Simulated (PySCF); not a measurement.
Al(H)(Br)(OH) (AlBrH2O), SMILES [OH][AlH][Br].

The structure is a stationary point at r2SCAN-D4/def2-TZVP. The values are those of a single conformer.

All values below come from PBE/def2-TZVPD run with PySCF.

Symmetry labels are those of the subgroup Cs that the program uses (full group Cs).

Q: List the valence orbital energies around the gap with their symmetry. (Estimate from the structure and the level; the computed values follow.)

A: 
| orbital | symmetry | energy (eV) |
|---|---|---|
| HOMO−7 | A' | -19.17 |
| HOMO−6 | A' | -12.81 |
| HOMO−5 | A' | -9.99 |
| HOMO−4 | A' | -8.60 |
| HOMO−3 | A" | -8.17 |
| HOMO−2 | A' | -8.04 |
| HOMO−1 | A" | -7.53 |
| HOMO | A' | -7.33 |
| LUMO | A" | -1.72 |
| LUMO+1 | A' | -1.45 |
| LUMO+2 | A' | -0.32 |
| LUMO+3 | A' | 0.18 |
